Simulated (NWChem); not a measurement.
System: Si$_{2}$NH$_{6}$OF; SMILES O[Si@@H]([SiH2]F)N

Excerpt of the output:

```
             Northwest Computational Chemistry Package (NWChem) 7.3.0
             --------------------------------------------------------

 C1  symmetry detected

                             Geometry "geometry" -> ""
                             -------------------------

 Output coordinates in angstroms (scale by  1.889725989 to convert to a.u.)

  No.       Tag          Charge          X              Y              Z
 ---- ---------------- ---------- -------------- -------------- --------------
    1 N                    7.0000    -0.89545930    -1.99764618    -0.57284431
    2 Si                  14.0000     0.06733515    -0.94383149     0.38881886
    3 O                    8.0000     1.67301971    -0.74846650    -0.04129136
    4 Si                  14.0000    -0.73925443     1.25542375     0.17490958
    5 F                    9.0000     0.59175395     2.04785825    -0.39360240
    6 H                    1.0000    -1.10039171    -1.78447545    -1.54287676
    7 H                    1.0000    -0.85008247    -3.00048975    -0.42582963
    8 H                    1.0000     0.02534069    -1.51930970     1.76087672
    9 H                    1.0000     1.87536825     0.12359733    -0.40126940
   10 H                    1.0000    -1.82273905     1.43126783    -0.83989705
   11 H                    1.0000    -1.16235387     1.92764906     1.43946060

 Effective nuclear repulsion energy (a.u.)     307.2909703199

                                 NWChem DFT Module
                                 -----------------

 Summary of "ao basis" -> "ao basis" (spherical)
 ------------------------------------------------------------------------------
       Tag                 Description            Shells   Functions and Types
 ---------------- ------------------------------  ------  ---------------------
 N                           6-31g*                  6       14   3s2p1d
 Si                          6-31g*                  8       18   4s3p1d
 O                           6-31g*                  6       14   3s2p1d
 F                           6-31g*                  6       14   3s2p1d
 H                           6-31g*                  2        2   2s

            General Information
            -------------------
          SCF calculation type: DFT
          Wavefunction type:  closed shell.
          No. of atoms     :    11
          No. of electrons :    58
           Alpha electrons :    29
            Beta electrons :    29
          Charge           :     0
          Spin multiplicity:     1
          Use of symmetry is: off; symmetry adaption is: off
          Maximum number of iterations: 150
          AO basis - number of functions:    90
                     number of shells:    46
          Convergence on energy requested:  1.00D-06
          Convergence on density requested:  1.00D-05
          Convergence on gradient requested:  5.00D-04

              XC Information
              --------------
                        Slater Exchange Functional  1.000 local
            Perdew 1991 LDA Correlation Functional  1.000 local

             Grid Information
             ----------------
          Grid used for XC integration:  medium
          Radial quadrature: Mura-Knowles
          Angular quadrature: Lebedev.
          Tag              B.-S. Rad. Rad. Pts. Rad. Cut. Ang. Pts.
          ---              ---------- --------- --------- ---------
          N                   0.65       49          11.0       434
          Si                  1.10       88          11.0       590
          O                   0.60       49          11.0       434
          F                   0.50       49          12.0       434
          H                   0.35       45          12.0       434
          Grid pruning is: on
          Number of quadrature shells:   593
          Spatial weights used:  Erf1

      Superposition of Atomic Density Guess
      -------------------------------------

 Sum of atomic energies:        -809.04443278

      Non-variational initial energy
      ------------------------------

 Total energy =    -810.612542
 1-e energy   =   -1731.897251
 2-e energy   =     613.993739
 HOMO         =      -0.304864
 LUMO         =       0.003577

     ---------------------------------------------
      Total Density - Mulliken Population Analysis
     ---------------------------------------------

    Atom       Charge   Shell Charges
 -----------   ------   -------------------------------------------------------
    1 N    7     8.20   2.00  0.82  2.66  0.82  1.89  0.01
    2 Si  14    13.07   2.00  2.00  5.97  0.90  1.41  0.24  0.34  0.21
    3 O    8     9.05   2.00  0.93  3.15  0.91  2.04  0.01
    4 Si  14    13.25   2.00  2.00  5.97  0.95  1.44  0.32  0.44  0.13
    5 F    9     9.64   2.00  0.95  3.48  1.01  2.20  0.01
    6 H    1     0.56   0.41  0.15
    7 H    1     0.56   0.41  0.15
    8 H    1     1.08   0.47  0.60
    9 H    1     0.44   0.35  0.09
   10 H    1     1.07   0.47  0.60
   11 H    1     1.07   0.47  0.60

   convergence    iter        energy       DeltaE   RMS-Dens  Diis-err
 ---------------- ----- ----------------- --------- --------- ---------
 d= 0,ls=0.0,diis     1   -808.3517933296 -1.12D+03  2.69D-02  1.48D+00
 d= 0,ls=0.0,diis     2   -807.9101983270  4.42D-01  1.98D-02  5.79D+00
 d= 0,ls=0.0,diis     3   -808.4699577330 -5.60D-01  4.52D-03  1.50D-01
 d= 0,ls=0.0,diis     4   -808.4741256144 -4.17D-03  2.26D-03  1.02D-01
 d= 0,ls=0.0,diis     5   -808.4851132481 -1.10D-02  4.85D-04  2.28D-03
  Resetting Diis
 d= 0,ls=0.0,diis     6   -808.4853443367 -2.31D-04  1.75D-04  2.22D-04
 d= 0,ls=0.0,diis     7   -808.4853694591 -2.51D-05  1.39D-04  5.26D-05
 d= 0,ls=0.0,diis     8   -808.4853536242  1.58D-05  9.49D-05  2.28D-04
 d= 0,ls=0.0,diis     9   -808.4853742968 -2.07D-05  4.76D-06  1.85D-07
 d= 0,ls=0.0,diis    10   -808.4853743168 -2.01D-08  1.27D-06  2.23D-08

         Total DFT energy =     -808.485374316849
      One electron energy =    -1736.328759370787
           Coulomb energy =      686.661386837059
    Exchange-Corr. energy =      -66.108972103018
 Nuclear repulsion energy =      307.290970319896

 Numeric. integr. density =       57.999982865797

                       DFT Final Molecular Orbital Analysis
                       ------------------------------------

 Vector   27  Occ=2.000000D+00  E=-2.661909D-01
              MO Center=  9.5D-01, -1.0D+00,  1.7D-01, r^2= 2.4D+00
   Bfn.  Coefficient  Atom+Function         Bfn.  Coefficient  Atom+Function
  ----- ------------  ---------------      ----- ------------  ---------------
    37      0.491713   3 O  pz               41      0.364561   3 O  pz
    84     -0.265519   8 H  s                 6      0.182685   1 N  s
     5      0.156054   1 N  pz               83     -0.150591   8 H  s
    36      0.143925   3 O  py               27      0.138021   2 Si pz
     9      0.119326   1 N  pz               40      0.112924   3 O  py

 Vector   28  Occ=2.000000D+00  E=-2.465286D-01
              MO Center= -1.8D-01, -4.0D-01,  2.4D-02, r^2= 4.0D+00
   Bfn.  Coefficient  Atom+Function         Bfn.  Coefficient  Atom+Function
  ----- ------------  ---------------      ----- ------------  ---------------
    54      0.289806   4 Si py                3      0.269084   1 N  px
    22     -0.266749   2 Si py                7      0.222414   1 N  px
    36      0.210065   3 O  py               21      0.170816   2 Si px
    40      0.157150   3 O  py               88      0.154307  10 H  s
    37      0.152295   3 O  pz               68     -0.143855   5 F  py

 Vector   29  Occ=2.000000D+00  E=-2.230920D-01
              MO Center= -4.0D-01, -1.2D+00, -2.3D-01, r^2= 3.5D+00
   Bfn.  Coefficient  Atom+Function         Bfn.  Coefficient  Atom+Function
  ----- ------------  ---------------      ----- ------------  ---------------
     3      0.415140   1 N  px                7      0.353528   1 N  px
    35      0.239540   3 O  px               54     -0.206934   4 Si py
    39      0.179481   3 O  px                5     -0.170046   1 N  pz
     9     -0.144399   1 N  pz               37      0.133145   3 O  pz
    22      0.126077   2 Si py               25      0.117867   2 Si px

 Vector   30  Occ=0.000000D+00  E=-4.876522D-02
              MO Center= -5.4D-01,  7.3D-01,  1.7D-01, r^2= 4.3D+00
   Bfn.  Coefficient  Atom+Function         Bfn.  Coefficient  Atom+Function
  ----- ------------  ---------------      ----- ------------  ---------------
    57      0.499407   4 Si px               58      0.396031   4 Si py
    70     -0.380912   5 F  s                24      0.314375   2 Si s
    59     -0.312522   4 Si pz               53      0.308176   4 Si px
    38     -0.287336   3 O  s                90      0.240608  11 H  s
    25      0.233354   2 Si px               56     -0.185354   4 Si s

 Vector   31  Occ=0.000000D+00  E=-1.568480D-02
              MO Center= -2.8D-01, -3.8D-01,  3.3D-02, r^2= 5.4D+00
   Bfn.  Coefficient  Atom+Function         Bfn.  Coefficient  Atom+Function
  ----- ------------  ---------------      ----- ------------  ---------------
     6      0.760087   1 N  s                26      0.588690   2 Si py
    88      0.517839  10 H  s                56     -0.493598   4 Si s
    59      0.448465   4 Si pz               90     -0.435552  11 H  s
    58      0.424154   4 Si py               27      0.395898   2 Si pz
    82     -0.293267   7 H  s                84     -0.262230   8 H  s

 Vector   32  Occ=0.000000D+00  E= 2.494993D-02
              MO Center= -3.5D-01,  2.9D-01,  3.7D-01, r^2= 6.1D+00
   Bfn.  Coefficient  Atom+Function         Bfn.  Coefficient  Atom+Function
  ----- ------------  ---------------      ----- ------------  ---------------
    24      1.372715   2 Si s                56     -1.361656   4 Si s
    58      1.153763   4 Si py               26      1.109076   2 Si py
    57     -0.576227   4 Si px               25     -0.520826   2 Si px
    22      0.319641   2 Si py               27     -0.313015   2 Si pz
    21     -0.275641   2 Si px                6     -0.266443   1 N  s

     ---------------------------------------------
      Total Density - Mulliken Population Analysis
     ---------------------------------------------

    Atom       Charge   Shell Charges
 -----------   ------   -------------------------------------------------------
    1 N    7     7.83   2.00  0.76  2.54  0.84  1.68  0.02
    2 Si  14    13.52   2.00  1.99  5.95  0.96  1.78  0.16  0.39  0.28
    3 O    8     8.65   2.00  0.89  2.93  0.95  1.87  0.02
    4 Si  14    13.66   2.00  1.99  5.95  1.03  1.82  0.28  0.39  0.19
    5 F    9     9.35   2.00  0.91  3.30  1.04  2.10  0.01
    6 H    1     0.65   0.48  0.17
    7 H    1     0.65   0.48  0.17
    8 H    1     1.04   0.48  0.56
    9 H    1     0.57   0.45  0.12
   10 H    1     1.04   0.48  0.56
   11 H    1     1.04   0.48  0.56

     -------------------------------------------
      Total Density - Lowdin Population Analysis
     -------------------------------------------

    Atom       Charge   Shell Charges
 -----------   ------   -------------------------------------------------------
    1 N    7     7.61   1.99  0.70  2.38  0.58  1.93  0.03
    2 Si  14    13.67   2.00  1.97  5.88  0.64  1.62  0.35  0.79  0.42
    3 O    8     8.51   1.99  0.86  2.78  0.73  2.12  0.03
    4 Si  14    13.76   2.00  1.98  5.88  0.73  1.67  0.40  0.82  0.28
    5 F    9     9.27   1.99  0.92  3.17  0.87  2.29  0.02
    6 H    1     0.74   0.45  0.28
    7 H    1     0.73   0.45  0.28
    8 H    1     1.02   0.48  0.54
    9 H    1     0.66   0.43  0.24
   10 H    1     1.02   0.48  0.54
   11 H    1     1.01   0.48  0.54

     Multipole analysis of the density
     ---------------------------------

     L   x y z        total         alpha         beta         nuclear
     -   - - -        -----         -----         ----         -------
     0   0 0 0     -0.000000    -29.000000    -29.000000     58.000000

     1   1 0 0     -0.605321     -0.302661     -0.302661      0.000000
     1   0 1 0     -0.375186     -0.187593     -0.187593      0.000000
     1   0 0 1     -0.381604     -0.190802     -0.190802     -0.000000

     2   2 0 0    -34.751308   -104.858652   -104.858652    174.965996
     2   1 1 0      1.842520      2.017853      2.017853     -2.193185
     2   1 0 1      0.288054     -1.119633     -1.119633      2.527320
     2   0 2 0    -31.551562   -238.915842   -238.915842    446.280123
     2   0 1 1      2.020593     -2.236514     -2.236514      6.493622
     2   0 0 2    -31.418815    -42.225999    -42.225999     53.033182
```

Level: LDA (Slater exchange, PW92)/6-31G* (spherical d). Geometry: optimised at PBE0/def2-SVP.

**Question.** Which NWChem input produces such a log?

**Answer.** One answer among several that fit: the input that was run:
```
start job
memory heap 200 mb stack 900 mb global 1100 mb
geometry units angstroms noautoz
  N     -1.482673     1.739281     0.155895
  Si     0.018119     1.081964    -0.371222
  O      1.338599     1.246988     0.643906
  Si    -0.166808    -1.258768    -0.512088
  F      1.024445    -1.752675     0.517336
  H     -1.962857     1.368756     0.968629
  H     -1.666220     2.731466     0.049843
  H      0.326896     1.785887    -1.645832
  H      1.627244     0.417600     1.043686
  H     -1.453422    -1.819411     0.002690
  H      0.110038    -1.861964    -1.849810
end
basis spherical
  * library 6-31g*
end
dft
  xc slater pw91lda
  iterations 150
  mulliken
end
task dft energy
```
